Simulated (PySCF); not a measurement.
## GaH₄⁻ at several levels of theory

All levels use the PBE0 minimum (singlet; Ga–H 1.624 Å (×4); H–Ga–H 109.5° (×6)), basis [Ga def2-TZVPD, H def2-TZVPD], no relativity, density fitting, no spin–orbit coupling, PySCF. For vertical energies the ionised species is a doublet (spins chosen at PBE0 and kept). Open shells are unrestricted, also as the reference of the correlated levels. A dash marks a value that was not computed or is not defined at that level.

```csv
level,vertical detachment energy (eV),−ε(HOMO) (eV),gap (eV)
PBE0,4.35,2.23,6.54
HF,?,?,?
MP2,4.74,–,–
PBE,4.07,1.05,4.91
CCSD(T),?,–,–
r2SCAN,4.22,1.33,5.95
B3LYP,4.38,2.06,6.16
TPSSh,4.29,1.68,5.85
r2SCAN0,4.43,2.42,7.23
LDA,4.15,1.12,4.91
```

(1) Fill in the row of CCSD(T).

(2) Fill in the row of HF.

Answers

(1) vertical detachment energy (eV) 4.60.

(2) vertical detachment energy (eV) 4.37, −ε(HOMO) (eV) 5.20, gap (eV) 10.75.

For GaH₄⁻ itself CCSD(T) correlates 18 electrons; T1 = 0.015, D1 = 0.029, (T) = -26 kJ/mol.

The lowest empty level of this anion is unbound, so it and the gap depend on the basis.
